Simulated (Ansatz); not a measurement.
CH5FO2Zr, SMILES `[CH3][Zr]([OH])([OH])[F]`, relaxed with RKS PBE0-D4/def2-TZVP in Ansatz 0.2.0 from a GFN2-xTB geometry. The force threshold is 0.005 eV/Å; the program also tests the step.

Total charge 0; spin multiplicity 1. Zr: def2 effective core potential.

Start:

```xyz
10

C     1.384    0.111   -0.585
Zr   -0.709   -0.266    0.065
O    -0.558   -1.532    1.437
O    -1.363    1.434    0.532
F    -1.572   -0.619   -1.577
H     1.932   -0.839   -0.710
H     1.360    0.622   -1.564
H     1.954    0.743    0.115
H    -0.498   -1.539    2.397
H    -1.929    1.884   -0.111
```

Problem. How much energy does the relaxation release, and in how many steps? (Estimate.)

Solution. Computed: 9.17 kcal/mol, in 9 steps, 1 of them rejected.

Problem. Which bonds change most? (Best estimate.)

Solution. Computed: Zr2–O3 from 1.873 to 1.915 Å; Zr2–O4 from 1.880 to 1.915 Å; Zr2–F5 from 1.888 to 1.917 Å; O4–H10 from 0.967 to 0.952 Å.

Problem. Give the relaxed structure. (Estimate.)

Solution. Ansatz gave: 
```xyz
10

C     1.439    0.131   -0.654
Zr   -0.673   -0.240   -0.064
O    -0.586   -1.305    1.526
O    -1.453    1.492    0.183
F    -1.491   -1.190   -1.514
H     1.969   -0.811   -0.831
H     1.492    0.725   -1.574
H     1.982    0.677    0.126
H    -0.720   -1.737    2.364
H    -1.959    2.257    0.438
```
